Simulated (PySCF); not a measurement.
## Stretching NaCa

Set-up: basis Na pcseg-1, Ca pcseg-1; no relativity; PySCF 2.14. Energies in eV from Na + Ca in their ground configurations at the same level. All curves are PBE0. state 1: ²Σ⁺ (doublet), unpaired electrons σ ↑; state 2: doublet, unpaired electrons π ↑, a second solution, started from another occupation; state 3: ⁴Π (quartet), unpaired electrons σ ↑↑, π ↑, a second solution, started from another occupation.

```json
{"R (Å)": "3.170", "state 1": "-0.1667", "state 2": "0.8527", "state 3": "1.5581"}
{"R (Å)": "3.317", "state 1": "-0.2440", "state 2": "0.8929", "state 3": "1.5269"}
{"R (Å)": "3.465", "state 1": "-0.2863", "state 2": "0.9601", "state 3": "1.5222"}
{"R (Å)": "3.575", "state 1": "-0.3008", "state 2": "1.0237", "state 3": "1.5312"}
{"R (Å)": "3.686", "state 1": "-0.3043", "state 2": "1.0954", "state 3": "1.5478"}
{"R (Å)": "3.797", "state 1": "-0.2995", "state 2": "1.1732", "state 3": "1.5696"}
{"R (Å)": "3.944", "state 1": "-0.2840", "state 2": "1.2828", "state 3": "1.6033"}
{"R (Å)": "4.128", "state 1": "-0.2560", "state 2": "1.4245", "state 3": "1.6481"}
{"R (Å)": "4.349", "state 1": "-0.2169", "state 2": "1.5933", "state 3": "1.6996"}
{"R (Å)": "4.644", "state 1": "-0.1653", "state 2": "1.8024", "state 3": "1.7576"}
```

Problem. Put a parabola through the three lowest points of the state 1 curve and estimate Re, k and ωe (reduced mass 14.59 u; 1 eV/Å² = 0.16022 mdyn/Å; ωe = 1302.8·√(k/μ) cm⁻¹).

Solution. Through R = 3.575, 3.686, 3.797 Å the second-order coefficient is 0.337 eV/Å², so Re ≈ 3.677 Å, k ≈ 0.108 mdyn/Å and ωe ≈ 112 cm⁻¹. A polynomial fit of higher order to the unrounded PBE0 energies gives Re = 3.672 Å, k = 0.112 mdyn/Å, ωe = 114 cm⁻¹; anharmonicity and rounding make the difference.

The higher-order fit for each curve: state 1: Re = 3.672 Å, ωe = 114 cm⁻¹, De = 0.304 eV; state 3: Re = 3.421 Å, ωe = 133 cm⁻¹, minimum 1.52 eV above the ground-state fragments. State 2 gave no clean fit.

The bond is weak. Basis-set superposition, not corrected here, can be much of De in a small basis, most of all at correlated wavefunction levels. Functionals without a dispersion term scatter widely for such bonds, and LDA overbinds them. ⟨S²⟩ of the unrestricted solution departs from its pure value on part of the curve, where spin states mix. The state was picked by a PBE0 search and need not be the measured ground state.
